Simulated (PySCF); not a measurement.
**How methods differ on the ionisation energy of Sb²⁺**

Sb²⁺ [Kr] 4d10 5s2 5p1 (2P) → Sb³⁺ [Kr] 4d10 5s2 (1S), as a difference of total energies. All numbers are calculated (PySCF 2.14, scalar relativity by spin-free X2C-1e, in aug-cc-pwCVTZ-DK3 (10s9p7d4f1g, 109 functions)). Correlated levels: valence: [Kr] 4d10 frozen; valence and next inner shell: [Ar] 3d10 frozen. The calculations carry no spin-orbit coupling.

| method | ionisation energy (eV) |
| --- | --- |
| UHF | 24.154 |
| LDA | 24.953 |
| PBE | 24.718 |
| PBE0 | 24.755 |
| r2SCAN | 24.873 |
| M06-L | 24.403 |
| r2SCANh | 24.882 |
| CAM-B3LYP | 24.895 |
| MP2 (valence) | 24.389 |
| SCS-MP2 (valence) | 24.381 |
| MP2 (valence and next inner shell) | 24.647 |
| SCS-MP2 (valence and next inner shell) | 24.566 |

Question: How much does correlation contribute at MP2 (valence and next inner shell)?

Answer: 24.647 − (24.154) = 0.493 eV, measured against UHF.

A first-order spin-orbit estimate (lowest level to lowest level, LS coupling) adds 0.488 eV.

Errors of the correlated levels include the incompleteness of this basis and the frozen core.

For comparison: 25.323 eV (measured; NIST Atomic Spectra Database, ionization energies).
